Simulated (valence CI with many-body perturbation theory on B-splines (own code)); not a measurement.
## Tm35+: E2, M1, M2 decay

Level of theory: relativistic CI+MBPT: six valence electrons over a frozen Dirac-Fock core [Ar] 3d10, radial functions for each j: 9 s, 9 p, 8 d, 6 f, 3 g, 1 h, with the one-electron correlation potential Σ1 (screened to all orders), the two-electron term Σ2, the three-electron term Σ3, Breit, model QED; selected single and double excitations, second order for the rest (own B-spline code, finite nucleus).

No measured spectrum was set against this ion. As an estimate, large intervals hold to a few tenths of a per cent, small ones and those within an open d or f shell to about a per cent. Among the levels kept, up to 1000 cm⁻¹ of a level comes from second order outside the variational space, and about a tenth of that is noise between levels of different J, which matters for small intervals.

Lines 1 to 29 of 29 in falling wavelength, among levels below 1924300 cm⁻¹, chosen from the decays that carry over 1 % of a level's rate. Wavelengths and rates use the calculated energies. Electric multipoles are in the length gauge, E1 and E2 with the static RPA response of the core. Weak lines are less certain than strong ones. Lines between different terms over intervals too small for the method are left out, as are lines whose strength nearly cancels.

Levels are named by their leading jj configuration (3d3/2^4 stands for four electrons in 3d with j = 3/2), which in mixed levels can hold well under half, so a name can repeat and another be missing. Letters in brackets count levels of one name in rising energy.

| λ vac (Å) | Upper | Lower | Type | A (s⁻¹) | Branch % |
| --- | --- | --- | --- | --- | --- |
| 1580 | (4s^2 4p1/2^2 4p3/2^2) J=0 | (4s^2 4p1/2^2 4p3/2^2) J=2 | E2 | 4.61e+00 | 100.0 |
| 1045 | (4s^2 4p1/2^2 4p3/2 4d5/2) J=4 | (4s^2 4p1/2^2 4p3/2 4d3/2) J=3 | M1 | 1.12e+04 | 72.7 |
| 926.7 | (4s^2 4p1/2 4p3/2^2 4d5/2) J=5 | (4s^2 4p1/2 4p3/2^2 4d3/2) J=4 | M1 | 1.41e+04 | 3.2 |
| 778.7 | (4s^2 4p1/2 4p3/2^2 4d5/2) J=4 [b] | (4s^2 4p1/2 4p3/2^2 4d3/2) J=3 [a] | M1 | 1.21e+04 | 2.8 |
| 314.8 | (4s^2 4p1/2 4p3/2^2 4d3/2) J=4 | (4s^2 4p1/2^2 4p3/2 4d5/2) J=3 | M1 | 1.68e+04 | 4.1 |
| 268.0 | (4s^2 4p1/2 4p3/2^2 4d5/2) J=4 [a] | (4s^2 4p1/2^2 4p3/2 4d5/2) J=3 | M1 | 4.72e+05 | 24.0 |
| 243.2 | (4s^2 4p1/2 4p3/2^2 4d3/2) J=4 | (4s^2 4p1/2^2 4p3/2 4d5/2) J=4 | M1 | 1.51e+04 | 3.7 |
| 242.1 | (4s^2 4p1/2 4p3/2^2 4d5/2) J=4 [b] | (4s^2 4p1/2^2 4p3/2 4d5/2) J=3 | M1 | 1.52e+05 | 35.1 |
| 236.3 | (4s^2 4p1/2 4p3/2^2 4d5/2) J=4 [b] | (4s^2 4p1/2^2 4p3/2 4d5/2) J=2 | E2 | 5.33e+03 | 1.2 |
| 235.0 | (4s^2 4p1/2 4p3/2^2 4d5/2) J=5 | (4s^2 4p1/2^2 4p3/2 4d5/2) J=3 | E2 | 6.40e+03 | 1.5 |
| 227.1 | (4s^2 4p1/2 4p3/2^3) J=1 | (4s^2 4p1/2^2 4p3/2^2) J=0 | M1 | 5.90e+05 | 22.4 |
| 214.3 | (4s^2 4p1/2 4p3/2^2 4d5/2) J=4 [a] | (4s^2 4p1/2^2 4p3/2 4d5/2) J=4 | M1 | 1.42e+06 | 72.0 |
| 198.6 | (4s^2 4p1/2 4p3/2^3) J=1 | (4s^2 4p1/2^2 4p3/2^2) J=2 | M1 | 2.00e+06 | 76.2 |
| 198.6 | (4s^2 4p1/2 4p3/2^3) J=1 | (4s^2 4p1/2^2 4p3/2^2) J=2 | E2 | 3.66e+04 | 1.4 |
| 197.4 | (4s^2 4p1/2 4p3/2^2 4d5/2) J=4 [b] | (4s^2 4p1/2^2 4p3/2 4d5/2) J=4 | M1 | 2.11e+05 | 48.7 |
| 197.4 | (4s^2 4p1/2 4p3/2^2 4d5/2) J=4 [b] | (4s^2 4p1/2^2 4p3/2 4d5/2) J=4 | E2 | 2.23e+04 | 5.1 |
| 197.3 | (4s^2 4p1/2 4p3/2^2 4d3/2) J=4 | (4s^2 4p1/2^2 4p3/2 4d3/2) J=3 | M1 | 3.27e+05 | 80.3 |
| 197.3 | (4s^2 4p1/2 4p3/2^2 4d3/2) J=4 | (4s^2 4p1/2^2 4p3/2 4d3/2) J=3 | E2 | 3.10e+04 | 7.6 |
| 192.6 | (4s^2 4p1/2 4p3/2^2 4d5/2) J=5 | (4s^2 4p1/2^2 4p3/2 4d5/2) J=4 | M1 | 3.81e+05 | 87.3 |
| 192.6 | (4s^2 4p1/2 4p3/2^2 4d5/2) J=5 | (4s^2 4p1/2^2 4p3/2 4d5/2) J=4 | E2 | 3.16e+04 | 7.2 |
| 188.8 | (4s^2 4p3/2^4) J=0 | (4s^2 4p1/2 4p3/2^3) J=2 | E2 | 1.95e+05 | 3.3 |
| 186.7 | (4s^2 4p1/2 4p3/2^2 4d3/2) J=4 | (4s^2 4p1/2^2 4p3/2 4d3/2) J=2 | E2 | 1.54e+04 | 3.8 |
| 186.4 | (4s^2 4p1/2 4p3/2^3) J=2 | (4s^2 4p1/2^2 4p3/2^2) J=2 | M1 | 1.28e+06 | 94.7 |
| 186.4 | (4s^2 4p1/2 4p3/2^3) J=2 | (4s^2 4p1/2^2 4p3/2^2) J=2 | E2 | 6.22e+04 | 4.6 |
| 178.7 | (4s^2 4p1/2 4p3/2^2 4d5/2) J=4 [b] | (4s 4p1/2^2 4p3/2^3) J=2 | E2 | 1.40e+04 | 3.2 |
| 177.8 | (4s^2 4p1/2 4p3/2^2 4d5/2) J=4 [a] | (4s^2 4p1/2^2 4p3/2 4d3/2) J=3 | M1 | 6.23e+04 | 3.2 |
| 177.7 | (4s^2 4p3/2^4) J=0 | (4s^2 4p1/2 4p3/2^3) J=1 | M1 | 5.79e+06 | 96.7 |
| 84.42 | (4s^2 4p1/2 4p3/2^2 4d5/2) J=4 [b] | (4s^2 4p1/2 4p3/2^3) J=2 | M2 | 6.10e+03 | 1.4 |
| 82.34 | (4s^2 4p1/2^2 4p3/2 4d5/2) J=4 | (4s^2 4p1/2^2 4p3/2^2) J=2 | M2 | 4.17e+03 | 27.2 |
